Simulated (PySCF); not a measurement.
## Electronic structure of Mg(2+) (magnesium, charge +2) at the B97-3 level

Configuration: [Ne], closed-shell 1S. Calculation: PySCF 2.14, in dyall-av2z (14s10p4d, 64 functions); the non-relativistic Hamiltonian (point nucleus).

| Item | Value |
| --- | --- |
| Total energy | -199.2192 hartree |
| One-electron energy | -271.0416 hartree |
| Hartree (Coulomb) energy | 87.8730 hartree |
| Exchange-correlation energy | -16.0506 hartree |
| Kinetic energy | 198.83205 hartree |
| ⟨S²⟩ | 0.0000 |
| ⟨L²⟩ | 0.000 |
| Sum of ⟨r⟩ | 5.745 bohr |
| Sum of ⟨r²⟩ | 4.766 bohr² |
| Density at the nucleus (Gaussians lack the cusp) | 1060 bohr⁻³ |
| Langevin diamagnetic susceptibility | -3.77 ×10⁻⁶ cm³/mol |

| shell | electrons | mean orbital energy (eV) | rms radius, mean of both spins (bohr) |
| --- | --- | --- | --- |
| 1s | 2 | -1298.5 | 0.152 |
| 2s | 2 | -106.05 | 0.761 |
| 2p | 6 | -71.103 | 0.770 |
